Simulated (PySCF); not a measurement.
Theory: core-valence-separated Tamm–Dancoff BHandHLYP/aug-pcX-1 (pcseg-1 on H) in PySCF, non-relativistic, gas phase, PBE0-D3(BJ)/def2-SVP geometry. No shift to experiment was applied.

Main lines of an unknown, eV (oscillator strength): C K: 284.7 (0.008), 284.8 (0.007), 285.0 (0.021), 285.0 (0.007), 285.2 (0.007); B K: 185.3 (0.090), 191.3 (0.021). Listed: the first five lines at most of each edge with a tenth or more of its strongest line's intensity; roots within 0.03 eV on the same or equivalent atoms are summed. Only the lowest roots were sought, and the top ones are left out.

Question: Which candidate gives them?
A. `B[C@H](C)CC=C`
B. `CB1CCCC1`
C. `C1[C@@H]([C@@H](C1)B)C`
D. `BC1CCCC1`

Answer: C. 

- `B[C@@H]1CC[C@@H]1C`: C K: 284.7 (0.008), 284.8 (0.007), 285.0 (0.021), 285.0 (0.007), 285.2 (0.007); B K: 185.3 (0.090), 191.3 (0.021). First C line listed at 284.7 eV, hole on the four-membered-ring carbon; first B line listed at 185.3 eV, hole on the three-coordinate boron.
- `BC1CCCC1`: C K: 283.4 (0.004), 284.7 (0.010), 285.0 (0.023), 285.2 (0.022), 285.5 (0.014); B K: 185.4 (0.089), 191.4 (0.021). First C line listed at 283.4 eV, hole on the sp3 carbon bound to boron; first B line listed at 185.4 eV, hole on the three-coordinate boron.
- `CB1CCCC1`: C K: 284.6 (0.006), 284.7 (0.024), 285.3 (0.023), 285.3 (0.050), 285.5 (0.027); B K: 185.9 (0.092). First C line listed at 284.6 eV, hole on the sp3 carbon bound to boron; first B line listed at 185.9 eV, hole on the three-coordinate boron.
- `B[C@H](C)CC=C`: C K: 282.6 (0.056), 282.7 (0.065), 285.2 (0.025), 285.4 (0.014), 285.5 (0.007); B K: 185.3 (0.089), 191.4 (0.010). First C line listed at 282.6 eV, hole on the terminal =CH2 carbon (1s→π*); first B line listed at 185.3 eV, hole on the three-coordinate boron.

One conformer each; other structures than these candidates weren't tested.
